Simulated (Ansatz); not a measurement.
`BO[SiH](C)F`, relaxed with RKS PBE0-D4/def2-TZVP in Ansatz from a PBE-D4/def2-SVP geometry. The force threshold is 0.005 eV/Å; the program also tests the step.

Charge 0, multiplicity 1.

Start:

```xyz
11

B     2.236    0.488    0.274
O     0.892    0.682    0.341
Si   -0.390   -0.417    0.475
C    -1.680    0.040   -0.783
F    -0.996   -0.223    1.982
H     2.946    1.477    0.201
H     2.701   -0.646    0.280
H     0.136   -1.816    0.374
H    -1.966    1.106   -0.671
H    -1.289   -0.109   -1.810
H    -2.589   -0.582   -0.662
```

(1) How much energy does the relaxation release, and in how many steps? (Estimate.)

(2) Which bonds change most? (An estimate is asked.)

(3) Give the relaxed structure. (Estimate.)

Answers

(1) The calculation gave: 8.97 kJ/mol, in 11 steps, 1 of them rejected.

(2) Computed: O2–Si3 from 1.694 to 1.648 Å; Si3–F5 from 1.635 to 1.594 Å; B1–H7 from 1.225 to 1.203 Å; B1–H6 from 1.219 to 1.198 Å.

(3) The calculation gave: 
```xyz
11

B     2.228    0.476    0.292
O     0.890    0.652    0.276
Si   -0.370   -0.397    0.441
C    -1.684    0.044   -0.771
F    -0.931   -0.213    1.922
H     2.925    1.444    0.178
H     2.688   -0.629    0.410
H     0.126   -1.788    0.327
H    -1.996    1.083   -0.637
H    -1.318   -0.075   -1.794
H    -2.558   -0.598   -0.644
```
